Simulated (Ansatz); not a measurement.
Reaction (homolysis of the C–C bond): `CC[CH2][GeH3]` → `[CH2][CH2][GeH3]`• + `[CH3]`•

Isolated molecules relaxed with PBE0-D4/def2-TZVP in Ansatz; ΔE leaves out vibrations. CCSD(T)/CBS is the MP2 limit (def2-TZVPP, def2-QZVPP) plus CCSD(T) − MP2 in def2-TZVPP, frozen cores. This one scheme is used for every species. DFT in def2-TZVPP. No spin–orbit coupling; open shells (•) take unrestricted orbitals. For Ge outer-core shells are correlated without core-valence functions, which leaves a few kJ/mol of doubt a bond. Scalar relativity is left out up to krypton. Each species was taken in one conformer, which may not be the lowest.

| level | ΔE (kJ/mol) |
| --- | --- |
| B97M-V | 377.6 |
| CAM-B3LYP-D4 | 374.9 |
| r2SCAN0 | 350.9 |
| CCSD/def2-TZVPP | 374.4 |

(1) What does CCSD(T)/CBS give? (Estimate.)

Largest T1 diagnostic among the species: 0.013.

Results:

(1) The calculation gave: +392.5 kJ/mol. The listed levels differ from it by -14.9, -17.6, -41.6, -18.1 kJ/mol.

The D4 term adds +10.8 kJ/mol with B3LYP and +6.0 kJ/mol with PBE0; it sums over pairs of atoms, weighted by their polarisabilities, and B3LYP, whose exchange is more repulsive, gets the larger term. In def2-TZVPP, CCSD(T) changes the Hartree–Fock value by +124.3 kJ/mol (the triples alone add +10.5 kJ/mol) and MP2 by +144.1 kJ/mol; breaking electron pairs costs correlation energy, which Hartree–Fock lacks.

CCSD(T)/CBS has its own doubt, a few kJ/mol and more with outer-core shells, so smaller differences from it don't rank the levels.

B3LYP here is the variant with VWN-RPA as its local correlation; programs differ in this.
